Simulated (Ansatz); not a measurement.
Species: CH₃S, SMILES `S[CH2]` (charge 0, multiplicity 2), formula CH₃S.

Q: How many basis functions does frozen-core CCSD(T)/cc-pVTZ // B3LYP-D3(BJ)/def2-TZVP in Ansatz (a first-principles code) use, how many core orbitals are frozen, and how many electrons are correlated?

A: 106 basis functions and 6 frozen orbitals, which leaves 13 correlated electrons. Core time is of the order of seconds.
